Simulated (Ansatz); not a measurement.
Consider the ligand exchange at the Sn–C bond: `C#[C][SnH]([Cl])[Cl]` + CH₃SH → `C[S][SnH]([Cl])[Cl]` + `C#C`.

Calculated with Ansatz (gas phase, PBE0-D4/def2-TZVP geometries, no zero-point term in ΔE). CCSD(T)/CBS is the MP2 limit (def2-TZVPP, def2-QZVPP) plus CCSD(T) − MP2 in def2-TZVPP, frozen cores. This one scheme is used for every species. DFT in def2-TZVPP. Elements past krypton have def2 core potentials. For Sn outer-core shells are correlated without core-valence functions, which leaves a few kJ/mol of doubt a bond. One conformer a species, not always the lowest.

```csv
level,ΔE (kJ/mol),difference from CCSD(T)/CBS
PBE-D4,-63.1,-7.4
BLYP-D4,-64.1,-8.4
B97M-V,-56.1,-0.4
BHLYP-D4,-58.3,-2.6
CAM-B3LYP-D4,-54.5,1.2
revPBE,-54.2,1.5
r2SCANh,-57.9,-2.2
HF/def2-QZVPP,-41.7,14.0
HF/CBS(def2),-41.7,14.0
MP2/CBS(def2),-59.6,-3.9
CCSD(T)/CBS,-55.7,0
```

Largest T1 diagnostic among the species: 0.013.

The D4 term adds −8.3 kJ/mol with B3LYP and −4.7 kJ/mol with PBE0; it sums over pairs of atoms, weighted by their polarisabilities, and B3LYP, whose exchange is more repulsive, gets the larger term. In def2-TZVPP, CCSD(T) changes the Hartree–Fock value by −3.2 kJ/mol (the triples alone add −1.7 kJ/mol) and MP2 by −7.1 kJ/mol. Leaving LDA and LC-ωPBE aside and taking each functional with its dispersion term where it has one, the values, not all of them listed here, spread over 13.1 kJ/mol, from BLYP-D4 to B2PLYP. LDA lies −5.4 kJ/mol from PBE without D4.

B3LYP here is the variant with VWN-RPA as its local correlation; programs differ in this.
